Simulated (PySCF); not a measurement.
**Structure from NMR data**

The spectra below were simulated for a compound C6H8F3OP.

1H NMR (300 MHz, computed): δ 4.00 (m, 4H), 1.93 (m, 4H).

13C{1H} NMR (computed): δ 168.5 (C), 141.6 (C), 69.1 (CH2), 27.5 (CH2).

PySCF 2.14 calculation with PBE0/pcSseg-1 with gauge-including orbitals and GFN2-xTB geometry; averaged over atoms made equivalent by symmetry, fast rotation or ring inversion, gas phase, one conformer, non-relativistic Hamiltonian.

δ = σ(ref) − σ, references computed at the same level: 1H (31.72 ppm), 13C (186.93 ppm) against TMS.

Question: Choose the structure that fits.
A. CC(C)[P@]1(=O)C=C1C(F)(F)F
B. C=C(C)P(C(C)=O)C(F)(F)F
C. O=C1CCP(C(F)(F)F)CC1
D. C=C[P@](=O)(C1CC1)C(F)(F)F
E. FC(F)=C(F)P1CCOCC1
F. C[C@H]1C[P@@](=O)(C(F)=C(F)F)C1

Answer: E. 

- 4 carbon signals for 6 carbons: some carbons are equivalent by symmetry or fast rotation.
- Carbon types of the structure: 2 × C, 4 × CH2, which accounts for all hydrogens.
- δC 168.5, 141.6: fully substituted alkene carbon.
- δC 69.1: sp3 CH2 bonded to O; the inductive effect lowers its shielding.
- δC 27.5: sp3 CH2 bonded to P.
- δH 4.00: hydrogen on an sp3 CH2 bonded to O; its carbon carries O, which withdraws density.
- δH 1.93: hydrogen on an sp3 CH2 bonded to P.

The others: C=C[P@](=O)(C1CC1)C(F)(F)F would give 6 carbon signals, not 4; C=C(C)P(C(C)=O)C(F)(F)F would give 6 carbon signals, not 4; C[C@H]1C[P@@](=O)(C(F)=C(F)F)C1 would give 5 carbon signals, not 4; CC(C)[P@]1(=O)C=C1C(F)(F)F would give 6 carbon signals, not 4; O=C1CCP(C(F)(F)F)CC1 has carbons computed at 213.0, 143.8, 37.4, 17.3.

Splittings by 19F and 31P in the carbon and heteronuclear signals aren't shown, as no couplings were computed. Shifts are as computed. Against solution values, carbons near 30 ppm lie about +3 ppm off and those near 130 ppm about +5 ppm. Of 1211 compounds with measured shifts, 218 miss one by over three times the rms of a fit or turn the order of signals round; such compounds aren't used in these exercises. Multiplicities follow the n + 1 count of equivalent neighbours, as no J values were calculated; m marks all less simple cases, F and P coupling included.
